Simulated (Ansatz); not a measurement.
Geometry optimisation, Ansatz 0.2.0, RHF/def2-SVP.

input.yaml

```yaml
crystal:
  periodic: [false, false, false]
  atoms:
    - { symbol: Ge, position_ang: [0.0, 0.0, 0.0] }
    - { symbol: Cl, position_ang: [0.0, 0.0, 2.22] }
    - { symbol: O, position_ang: [1.6691, 0.0, -0.5894] }
    - { symbol: H, position_ang: [1.9855, -0.9521, -0.7061] }
    - { symbol: H, position_ang: [-0.73, 1.2648, -0.5162] }
    - { symbol: Cl, position_ang: [-1.0456, -1.8115, -0.7393] }
basis:
  gaussian: { orbitals: def2-SVP }
hamiltonian:
  xc: hf
relax:
  f_tol: 0.02
  max_steps: 40
```

Run as:

```bash
$ ansatz run input.yaml --threads 1 --pin off --max-ram 2048MiB --backend cpu --events-out ev --progress --plain --runs-dir out
```

Where does it end, and by what steps?

The run converged. After 5 steps the energy has fallen by 0.279 eV; H4 moved furthest, 0.27 Å.

```json
{"step": "0", "energy less start (eV)": "0.0000", "largest force component (eV/Å)": "3.291", "accepted": "yes"}
{"step": "1", "energy less start (eV)": "-0.2229", "largest force component (eV/Å)": "1.207", "accepted": "yes"}
{"step": "2", "energy less start (eV)": "-0.2516", "largest force component (eV/Å)": "0.702", "accepted": "yes"}
{"step": "3", "energy less start (eV)": "-0.2684", "largest force component (eV/Å)": "0.186", "accepted": "yes"}
{"step": "4", "energy less start (eV)": "-0.2791", "largest force component (eV/Å)": "0.042", "accepted": "yes"}
{"step": "5", "energy less start (eV)": "-0.2793", "largest force component (eV/Å)": "0.002", "accepted": "yes"}
```

```xyz
6
Properties=species:S:1:pos:R:3
Ge -0.034 -0.015 -0.042
Cl 0.068 -0.089 2.101
O 1.570 -0.077 -0.699
H 2.113 -0.827 -0.503
H -0.706 1.254 -0.507
Cl -1.131 -1.746 -0.681
```

Run time: 15 s on 1 thread of Arm Neoverse V1 (shared host), peak memory 0.19 GiB.
